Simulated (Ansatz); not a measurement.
`[SiH3][O][Al]([O][SiH3])[O][SiH3]` + `OC1=CC1` → `[SiH3]OC1=CC1` + `[OH][Al]([O][SiH3])[O][SiH3]`  (ligand exchange at the Si–O bond)

Computed with Ansatz on PBE0-D4/def2-TZVP structures; ΔE is electronic, products minus reactants. CCSD(T)/CBS adds triple-zeta CCSD(T) − MP2 to the extrapolated MP2 energy (def2 sets, frozen cores). DFT in def2-TZVPP. One conformer a species, not always the lowest.

| species | PBE0-D4 energy (Eh) |
| --- | --- |
| `[SiH3][O][Al]([O][SiH3])[O][SiH3]` | -1341.70387 |
| `OC1=CC1` | -191.70523 |
| `[SiH3]OC1=CC1` | -482.31420 |
| `[OH][Al]([O][SiH3])[O][SiH3]` | -1051.08463 |

(1) Work out ΔE.

Largest T1 diagnostic among the species: 0.012.

Results:

(1) ΔE = (-482.31420) + (-1051.08463) − (-1341.70387) − (-191.70523) = 0.01027 Eh = +27.0 kJ/mol. CCSD(T)/CBS gives +24.8 kJ/mol.

In def2-TZVPP, CCSD(T) changes the Hartree–Fock value by −10.9 kJ/mol (the triples alone add −2.0 kJ/mol) and MP2 by −13.1 kJ/mol. From PBE to PBE0 (25 % exact exchange), in def2-TZVPP and without D4, ΔE moves by +3.4 kJ/mol.
